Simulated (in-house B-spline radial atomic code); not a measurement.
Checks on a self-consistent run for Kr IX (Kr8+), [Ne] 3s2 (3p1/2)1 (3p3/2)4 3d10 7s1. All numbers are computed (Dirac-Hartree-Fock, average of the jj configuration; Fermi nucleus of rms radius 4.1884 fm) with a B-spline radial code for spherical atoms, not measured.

```csv
orbital,q,ε (Eh),<1/r>,<r²>,small-component weight
1s1/2,2,-536.43020,36.7734,0.00231586,0.017077
2s1/2,2,-78.50562,8.26424,0.0393437,0.003423
2p1/2,2,-71.28113,8.18759,0.0304535,0.0033823
2p3/2,4,-69.36041,7.9178,0.0317397,0.0033091
3s1/2,2,-17.15265,2.75142,0.311198,0.00085246
3p1/2,1,-14.74566,2.65358,0.315939,0.0008111
3p3/2,4,-14.34084,2.58255,0.327537,0.00078596
3d3/2,4,-9.74014,2.36626,0.33117,0.00067813
3d5/2,6,-9.80914,2.35119,0.333226,0.00067264
7s1/2,1,-1.21080,0.251442,34.8552,3.7877e-05
```

Electron-electron repulsion V_ee = 903.2355 hartree.

Q: What total energy follows from the eigenvalues?

A: The eigenvalues count the repulsion twice, so E = Σqε - V_ee = -1855.316 - 903.235 = -2758.552 hartree; the run printed -2758.552.

Q: Does the Dirac virial theorem hold?

A: For a point nucleus E = -2c²Σq·w, with w the small-component weight. Here Σq·w = 0.073447 and c = 137.0360, so the ratio E/(-2c²Σq·w) is 1.000017; the finite nucleus accounts for the departure from 1.

Q: What diamagnetic shielding (Lamb formula) and susceptibility (Langevin formula) do the radii give?

A: σ = (α²/3)Σq<1/r> = 180.432/(3·137.036²) = 3202.7 ppm, and χ = -0.79199×10⁻⁶·Σq<r²> = -32.23×10⁻⁶ cm³/mol with Σq<r²> = 40.699 bohr². Both are non-relativistic formulas without the paramagnetism of open shells.
